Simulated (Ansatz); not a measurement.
## Molecular dynamics of CH6BFOSi

Input:

```yaml
crystal:
  periodic: [false, false, false]
  atoms:
    - { symbol: B, position_ang: [-1.475006, 1.851012, 0.377469] }
    - { symbol: Si, position_ang: [-0.252098, 0.532186, -0.435752] }
    - { symbol: F, position_ang: [1.107608, 1.192819, -1.09141] }
    - { symbol: O, position_ang: [0.236628, -0.567874, 0.801891] }
    - { symbol: C, position_ang: [1.097702, -1.617199, 0.255306] }
    - { symbol: H, position_ang: [-1.5737, 2.940887, -0.047118] }
    - { symbol: H, position_ang: [-2.159081, 1.565572, 1.287163] }
    - { symbol: H, position_ang: [-0.931511, -0.19702, -1.506379] }
    - { symbol: H, position_ang: [1.372912, -2.292543, 1.090305] }
    - { symbol: H, position_ang: [2.044389, -1.229265, -0.185433] }
    - { symbol: H, position_ang: [0.597557, -2.235477, -0.525642] }
basis:
  gaussian: { orbitals: STO-3G }
hamiltonian:
  xc: b3lyp
md:
  timestep: 0.25
  n_steps: 400
  ensemble: nve
  temperature: 300.0
  initial_velocities: maxwell_boltzmann
  seed: 726785
  masses: [{ species: H, mass: 2.014 }]
scf:
  lower_state_search: "off"
```

Run as:

```bash
$ ansatz run input.yaml --threads 1 --pin off --max-ram 2048MiB --backend cpu --events-out ev --progress --plain --runs-dir out
```

It starts from a relaxed structure.

Output, in part (step lines, the closing report, with atoms numbered from 0):

```
md step     0: t =     0.00 fs  T =   300.0 K  F+E_penalty+E_count = -14271.78125356 eV  E_kin = 0.349002 eV  conserved = -14271.43225156 eV  (14 SCF iters)
md step     1: t =     0.25 fs  T =   298.8 K  F+E_penalty+E_count = -14271.77987931 eV  E_kin = 0.347637 eV  conserved = -14271.43224242 eV  (13 SCF iters)
md step     2: t =     0.50 fs  T =   295.4 K  F+E_penalty+E_count = -14271.77587680 eV  E_kin = 0.343650 eV  conserved = -14271.43222686 eV  (13 SCF iters)
md step     3: t =     0.75 fs  T =   289.9 K  F+E_penalty+E_count = -14271.76947190 eV  E_kin = 0.337266 eV  conserved = -14271.43220631 eV  (13 SCF iters)
md step     4: t =     1.00 fs  T =   282.6 K  F+E_penalty+E_count = -14271.76097372 eV  E_kin = 0.328792 eV  conserved = -14271.43218194 eV  (13 SCF iters)
md step     5: t =     1.25 fs  T =   273.9 K  F+E_penalty+E_count = -14271.75075492 eV  E_kin = 0.318600 eV  conserved = -14271.43215516 eV  (13 SCF iters)
md step     6: t =     1.50 fs  T =   264.0 K  F+E_penalty+E_count = -14271.73923084 eV  E_kin = 0.307104 eV  conserved = -14271.43212697 eV  (13 SCF iters)
md step     7: t =     1.75 fs  T =   253.4 K  F+E_penalty+E_count = -14271.72684047 eV  E_kin = 0.294742 eV  conserved = -14271.43209866 eV  (13 SCF iters)
[... lines left out ...]
md step   397: t =    99.25 fs  T =   135.2 K  F+E_penalty+E_count = -14271.58936922 eV  E_kin = 0.157267 eV  conserved = -14271.43210213 eV  (14 SCF iters)
md step   398: t =    99.50 fs  T =   144.3 K  F+E_penalty+E_count = -14271.59998051 eV  E_kin = 0.167847 eV  conserved = -14271.43213358 eV  (14 SCF iters)
md step   399: t =    99.75 fs  T =   152.7 K  F+E_penalty+E_count = -14271.60982887 eV  E_kin = 0.177668 eV  conserved = -14271.43216115 eV  (14 SCF iters)
md step   400: t =   100.00 fs  T =   160.1 K  F+E_penalty+E_count = -14271.61847206 eV  E_kin = 0.186289 eV  conserved = -14271.43218330 eV  (14 SCF iters)
Total energy: -14271.61866245 eV, -524.4723121944 hartree
Atom 0 at    -1.449062     1.810148     0.373097 Å, force    -0.392413     0.157167     0.724764 eV/Å
Atom 1 at    -0.261845     0.521145    -0.486804 Å, force    -0.018180    -0.647622     0.447953 eV/Å
Atom 2 at     1.091618     1.230351    -1.072417 Å, force     0.230757     0.124871    -0.549372 eV/Å
Atom 3 at     0.311977    -0.503394     0.796603 Å, force    -1.059564     0.634982    -0.212667 eV/Å
Atom 4 at     1.048570    -1.637351     0.292867 Å, force     0.253472    -0.095377     0.301075 eV/Å
Atom 5 at    -1.887631     2.813658    -0.048709 Å, force     0.136239    -0.085453    -0.263920 eV/Å
Atom 6 at    -1.760947     1.555116     1.480986 Å, force    -0.052264     0.091896    -0.108062 eV/Å
Atom 7 at    -0.971134    -0.301384    -1.490094 Å, force     0.397316     0.282714     0.086622 eV/Å
Atom 8 at     0.960625    -2.459157     1.018412 Å, force     0.079076    -0.267748     0.342830 eV/Å
Atom 9 at     2.107540    -1.377304     0.200142 Å, force     0.866097    -0.086047    -0.090757 eV/Å
Atom 10 at     0.744070    -2.051560    -0.673626 Å, force    -0.440536    -0.109382    -0.678466 eV/Å
Dipole moment:    -0.109714    -0.046791    -0.220250 e Å
```

The steps, from the saved trajectory:

```csv
time (fs),T (K),potential energy less start (eV),conserved less start (meV/atom)
0.0,300,0.000,0.00
3.2,194,0.124,0.03
6.5,206,0.109,0.01
9.8,155,0.169,0.02
13.0,172,0.149,0.01
16.2,139,0.187,0.02
19.5,133,0.194,0.02
22.8,119,0.211,0.02
26.0,131,0.196,0.01
29.2,145,0.181,0.01
32.5,106,0.226,0.02
35.8,128,0.200,0.01
39.0,119,0.211,0.01
42.2,113,0.218,0.02
45.5,152,0.172,0.01
48.8,156,0.168,0.02
52.0,191,0.127,0.01
55.2,195,0.122,0.02
58.5,196,0.121,0.01
61.8,148,0.177,0.02
65.0,156,0.168,0.01
68.2,112,0.219,0.02
71.5,125,0.203,0.01
74.8,129,0.199,0.01
78.0,103,0.230,0.02
81.2,135,0.192,0.01
84.5,97,0.236,0.02
87.8,144,0.181,0.01
91.0,119,0.211,0.02
94.2,163,0.159,0.01
97.5,89,0.246,0.03
```

The run went to its last step. The conserved energy stayed within 0.029 meV per atom of its start (net change 0.0063 meV per atom), so the integration is sound. The temperature averaged 0.47 of the 300 K drawn at the start: a run that starts near a minimum puts about half its kinetic energy into the potential. A run of 0.1 ps of so small a system gives no equilibrium averages. Limits of this set-up: minimal basis.

The same pairs are bonded in the first frame and the last. Pairs count as bonded within 1.25 times the sum of covalent radii (0.12 Å more for H–H).

Last frame:

```xyz
11
Properties=species:S:1:pos:R:3
B -1.449 1.810 0.373
Si -0.262 0.521 -0.487
F 1.092 1.230 -1.072
O 0.312 -0.503 0.797
C 1.049 -1.637 0.293
H -1.888 2.814 -0.049
H -1.761 1.555 1.481
H -0.971 -0.301 -1.490
H 0.961 -2.459 1.018
H 2.107 -1.377 0.200
H 0.744 -2.052 -0.674
```

Time of the run: 9.8 min on 1 thread of Arm Neoverse V1, with other jobs on the host, peak memory 0.086 GiB.
